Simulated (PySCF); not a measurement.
Gas-phase reaction: GeI4 + 2 GeO = GeO2 + 2 GeI2, at 2500 K and a standard pressure of 1 bar. Level: M06-2X/def2-TZVP†.

Method: PySCF energies plus ideal-gas RRHO corrections (1 bar). † marks an energy on the PBE0/def2-TZVP geometry and frequencies. All species are closed-shell singlets. I: scalar-relativistic def2 core potential, no spin-orbit coupling. Ge: all electrons, no relativistic terms. GeO2: computed as isolated molecules; such fragments, hydroxides, amides, oligomers or adducts are transient or little studied in the gas. The harmonic model lacks anharmonicity and excited electronic states, which grow with temperature; levels with a mode under 35 cm⁻¹ are left out. Soft modes under 120 cm⁻¹ make the harmonic entropy rough for GeI4, GeI2.

| species | E (Ha) | H(2500 K) − E (kJ/mol) | S°(2500 K) (J/mol/K) |
|---|---|---|---|
| GeI4 | -3267.71278 | 270.4 | 658.8 |
| GeO | -2152.23310 | 94.1 | 298.1 |
| GeO2 | -2227.41785 | 157.1 | 366.1 |
| GeI2 | -2672.35472 | 145.6 | 457.7 |
E: electronic energy; H − E holds the zero-point and thermal terms. 1 Ha = 2625.5 kJ/mol.

Q: Work out ΔH°, ΔS°, ΔG° and log10 K from these numbers.

A: 1. ΔE = 1×(-2227.41785) + 2×(-2672.35472) − 1×(-3267.71278) − 2×(-2152.23310) = 0.05169 Ha = 135.7 kJ.
2. Δ(H − E) = 1×(157.1) + 2×(145.6) − 1×(270.4) − 2×(94.1) = -10.3 kJ, so ΔH° = 125.4 kJ.
3. ΔS° = 1×(366.1) + 2×(457.7) − 1×(658.8) − 2×(298.1) = 26.5 J/K; the number of gas molecules stays the same.
4. ΔG° = ΔH° − TΔS° = 125.4 − 2500×(26.5)/1000 = 59.2 kJ.
5. log10 K = −ΔG°/(RT ln 10) = -1.24, with RT ln 10 = 47.86 kJ/mol; at standard pressures the reactants are favoured.
6. A shift of 10 kJ in ΔE would move log10 K by 0.21 here.
For scale, ΔH°(298 K) is 134 kJ at this level, 164 kJ at ωB97M-V/def2-TZVP†, and runs from 71 to 211 kJ over the 17 levels computed.
